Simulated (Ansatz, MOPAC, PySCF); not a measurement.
Complex: dimethyl telluride (SMILES C[Te]C) (first 9 atoms) with H2O (SMILES O); geometry from B3LYP-D3(BJ)/def2-TZVP.
(charge 0, multiplicity 1):
```xyz
12

C      0.225    -1.312     0.074
Te     0.166     0.842     0.098
C      0.171     1.040    -2.055
H      1.132    -1.646    -0.424
H      0.229    -1.620     1.117
H     -0.657    -1.695    -0.433
H      1.079     0.601    -2.459
H      0.143     2.103    -2.285
H     -0.708     0.552    -2.468
O      0.174    -0.053     3.301
H     -0.608     0.511     3.303
H      0.923     0.553     3.312
```

Monomers are frozen at their geometry in the pair; levels with a basis set take the counterpoise correction.

The state that PM3, PM6 reach isn't checked.

Programs: Ansatz (a program for electronic structure); MOPAC for PM3, PM6 (differences of heats of formation); PySCF for the dispersion terms. Values without a source in brackets are computed. In def2 rows elements past Kr take small-core potentials, without spin–orbit coupling.

Problem. One of these levels gives -3.25 kcal/mol for the interaction energy. Name it.
A. PM6
B. revPBE-D3(BJ)/def2-TZVPPD
C. B97M-V/def2-TZVPPD
D. PM3

Solution. C, B97M-V/def2-TZVPPD. The others give -3.75 (PM3), -2.01 (PM6), -2.68 (revPBE-D3(BJ)/def2-TZVPPD)
